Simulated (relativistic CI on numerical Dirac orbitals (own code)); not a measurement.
# Mo II: calculation against measurement

Method of calculation: Dirac-Coulomb-Breit CI, KLI orbitals optimised for each configuration, QED by a radiative potential, valence Slater integrals scaled by 0.85, P86 correlation estimate, and configurations built on the next ion tied to the tabulated ionisation energy (semi-empirical) (own radial code, finite nucleus).

Configuration list (outside the closed core [Kr]): 4d5, 4d4 5s, 4d4 5p, 4d4 5d, 4d4 6s, 4d4 4f, 4d4 5f, 4d3 5s2, 4d3 5s 5p, 4d4 6p, 4d4 6d, 4d4 5g, 4d3 5s 6s, 4d3 4f2, 4d3 5p2, 4d4 6f, 4d4 6g, 4d3 4f 5s. Levels of other configurations are missing.

```
Configuration  Term (tabulated)     J  Measured (cm⁻¹)  Computed  Error  Purity (%)
          4d5              a 6S   5/2              0.0         0      0          99
       4d4 5s              a 6D   1/2          11783.4     17351   5568          79
       4d4 5s              a 6D   3/2          12034.1     17537   5503          57
       4d4 5s              a 6D   5/2          12417.3     18074   5656          91
       4d4 5s              a 6D   7/2          12900.3     18489   5588          99
       4d4 5s              a 6D   9/2          13460.7     19019   5558          99
          4d5              a 4G   5/2          15199.2     16735   1535          95
          4d5              a 4G   7/2          15330.6     16828   1498          96
          4d5              a 4G   9/2          15427.7     16902   1474          97
          4d5              a 4G  11/2          15447.0     16922   1475          97
       4d4 5p             z 6F°   1/2          45853.1     49694   3841          97
       4d4 5p             z 6F°   3/2          46148.1     49956   3808          97
       4d4 5p             z 6F°   5/2          46614.1     50376   3762          98
       4d4 5p             z 4P°   1/2          47208.4     51530   4321          62
       4d4 5p             z 6F°   7/2          47232.0     50939   3707          98
       4d4 5p             z 6F°   9/2          47999.5     51638   3638          97
       4d4 5p             z 4P°   5/2          48860.6     54568   5707          75
       4d4 5p             z 6F°  11/2          48959.7     52486   3526          98
       4d4 5p             z 6P°   3/2          49040.8     52815   3775          84
       4d4 5p           z 6P° †   7/2          49481.0     53323   3842          94
       4d4 5p           z 6P° †   5/2          49608.7     52832   3223          66
       4d4 5p             y 4G°   7/2          62917.9     67295   4377          73
       4d4 5p           y 4G° †   9/2          62953.8     67344   4390          61
       4d4 5p           y 4G° †  11/2          63207.4     67381   4173          79
```

Measured levels from NIST Handbook of Basic Atomic Spectroscopic Data (Sansonetti and Martin, J. Phys. Chem. Ref. Data 34, 1559 (2005)); pairs were made by configuration, J and term (by order where the table uses no LS term), so strongly mixed levels may be paired wrongly.

Mean error by configuration (cm⁻¹): 4d4 5s 5575; 4d5 1496; 4d4 5p 4046. Over the excited levels the mean absolute error is 3912 cm⁻¹ (23 of the 26 excited levels that our extract of the source holds in range could be paired, and the others can miss by more), and the median relative error of those above 1,000 cm⁻¹ is 9.6 %. Some levels of the ground configuration have no partner. † marks terms whose computed intervals miss the measured ones by more than a factor of 2.5, or configurations far off the rest, from wrong mixing, a near crossing or a doubtful label or measurement; they are left out of the means.

Transition probabilities of persistent lines. The last column rescales the computed rate by the cube of measured over computed energy:

| λ measured (Å) | Lower | Upper | A tabulated (s⁻¹) | A computed | A rescaled |
| --- | --- | --- | --- | --- | --- |
| 2015.11 air | 4d5 a 6S_5/2 | 4d4 5p z 6P°_5/2 | 8.80e+07 | 2.50e+08 | 2.07e+08 |
| 2020.31 air | 4d5 a 6S_5/2 | 4d4 5p z 6P°_7/2 | 2.15e+08 | 3.51e+08 | 2.81e+08 |
| 2038.45 air | 4d5 a 6S_5/2 | 4d4 5p z 6P°_3/2 | 1.84e+08 | 3.06e+08 | 2.45e+08 |
| 2045.97 air | 4d5 a 6S_5/2 | 4d4 5p z 4P°_5/2 | 1.18e+08 | 7.16e+06 | 5.14e+06 |
| 2775.40 air | 4d4 5s a 6D_9/2 | 4d4 5p z 6P°_7/2 | 2.26e+08 | 2.34e+08 | 2.70e+08 |
| 2816.16 air | 4d4 5s a 6D_9/2 | 4d4 5p z 6F°_11/2 | 2.33e+08 | 2.58e+08 | 3.08e+08 |
| 2848.23 air | 4d4 5s a 6D_7/2 | 4d4 5p z 6F°_9/2 | 1.66e+08 | 1.92e+08 | 2.28e+08 |
| 2871.51 air | 4d4 5s a 6D_5/2 | 4d4 5p z 6F°_7/2 | 1.15e+08 | 1.35e+08 | 1.61e+08 |
